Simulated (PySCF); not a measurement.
## La(3+) (lanthanum, charge +3) across methods

[Xe], closed-shell 1S. Calculation: PySCF 2.14, in def2-TZVPPD with the def2 core potential (46 electrons); scalar relativity through the core potential.

```
 method  E (hartree)  mean ε 5s (eV)  mean ε 5p (eV)  Σ⟨r²⟩ (bohr²)   ⟨S²⟩
    UHF    -29.86549         -72.490         -50.574          26.97  0.000
   PBE0     -30.1574         -65.396         -46.662          26.77  0.000
    LDA     -30.0565         -62.474         -44.876          26.94  0.000
r2SCAN0     -30.1543         -66.035         -46.979          26.75  0.000
    PBE     -30.1655         -62.658         -44.995          26.75  0.000
   TPSS     -30.1729         -63.067         -45.143          26.72  0.000
   BP86     -30.2063         -62.734         -45.067          26.70  0.000
 PBEsol     -30.0986         -62.481         -44.855          26.81  0.000
 r2SCAN     -30.1787         -63.715         -45.522          26.69  0.000
```

Energies and moments cover only the electrons outside the core potential. Spin-orbit coupling, which splits the p, d and f shells strongly at this Z, is absent.
